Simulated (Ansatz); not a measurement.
`C[CH2][SbH2]` + `OC(F)F` → `CCOC(F)F` + `[SbH3]` at 600 K and 1 bar (substitution at a C–Sb bond).

Program: Ansatz. Geometries: PBE0-D4/def2-TZVP. ΔE: electronic, gas phase. CBS: MP2 limit from def2 TZ/QZ plus the TZ coupled-cluster correction, frozen cores. Elements past krypton have def2 core potentials. For Sb outer-core shells are correlated without core-valence functions, which leaves a few kJ/mol of doubt a bond. One conformer a species, not always the lowest.

```json
{"species": "`C[CH2][SbH2]`", "CCSD(T)/CBS energy (Eh)": "-320.31453", "H − E (kJ/mol)": "256.5", "S (J/(mol·K))": "390.4"}
{"species": "`OC(F)F`", "CCSD(T)/CBS energy (Eh)": "-314.01610", "H − E (kJ/mol)": "133.8", "S (J/(mol·K))": "325.1"}
{"species": "`CCOC(F)F`", "CCSD(T)/CBS energy (Eh)": "-392.52276", "H − E (kJ/mol)": "306.9", "S (J/(mol·K))": "430.6"}
{"species": "`[SbH3]`", "CCSD(T)/CBS energy (Eh)": "-241.78682", "H − E (kJ/mol)": "75.6", "S (J/(mol·K))": "266.4"}
```

H − E and S are ideal-gas, rigid-rotor, harmonic terms from PBE0-D4/def2-TZVP, for one conformer and one mirror image of each species. 1 Eh = 2625.50 kJ/mol, R = 8.31446 J/(mol·K).

By hand: ΔE, ΔH, ΔS and ΔG.

ΔE = (-392.52276) + (-241.78682) − (-320.31453) − (-314.01610) = 0.02105 Eh = 55.3 kJ/mol. Δ(H − E) = 306.9 + 75.6 − 256.5 − 133.8 = -7.8, so ΔH = 47.5 kJ/mol. ΔS = 430.6 + 266.4 − 390.4 − 325.1 = -18.5 J/(mol·K). ΔG = 47.5 − 600 × (-18.5)/1000 = 58.6 kJ/mol.

By hand: the equilibrium constant, and the temperature at which ΔG would vanish if ΔH and ΔS stayed fixed.

log₁₀ K = −ΔG/(RT ln 10) = -5.1. ΔH and −TΔS have one sign here, so there is no such temperature.

ΔH outweighs TΔS. A doubt of 5 kJ/mol in ΔE shifts log₁₀ K by 0.4 here. Other conformers and mirror images would add mixing entropy, several J/(mol·K) or more a flexible species. These are equilibria of isolated gas molecules and say nothing of rates. Largest T1 diagnostic: 0.014 (customary marks: 0.02 for closed shells, 0.045 for open ones).
